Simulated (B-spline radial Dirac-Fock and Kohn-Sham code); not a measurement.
Cs 2p3/2: cross section and angular parameters

System: the Cs atom, configuration 1s2 2s2 2p6 3s2 3p6 3d10 4s2 4p6 4d10 5s2 5p6 6s1; threshold 5012.0 eV (tabulated edge). Method: Dirac-Hartree-Slater photoionisation with a Latter tail; cross sections with all multipoles, angular parameters from the dipole term and its interference with E2. Computed with an atomic code on a B-spline grid.

For linearly polarised light dσ/dΩ = σ/(4π) [1 + β P₂(cos θ) + (δ + γ cos²θ) sin θ cos φ], with θ from the polarisation vector and φ the angle between the beam and the projection of the electron momentum on the plane normal to the polarisation.

| hν (eV) | σ (kb) | β | γ | δ |
| --- | --- | --- | --- | --- |
| 5414.7 | 80.8 | 1.230 | -0.415 | 0.000 |
| 5760 | 68.5 | 1.357 | -0.260 | 0.018 |
| 7310 | 35.4 | 1.499 | 0.336 | 0.045 |
| 7750 | ? | ? | ? | ? |
| 7770 | 29.7 | 1.507 | 0.476 | 0.049 |
| 8220 | 25.3 | 1.508 | 0.601 | 0.053 |
| 12000 | 8.31 | 1.446 | 1.355 | 0.083 |
| 12900 | 6.67 | 1.424 | 1.486 | 0.091 |
| 15000 | 4.20 | 1.372 | 1.748 | 0.108 |

**Question.** Give the values at 7750 eV.

**Answer.** σ = 30.0 kb, β = 1.506, γ = 0.470, δ = 0.049.
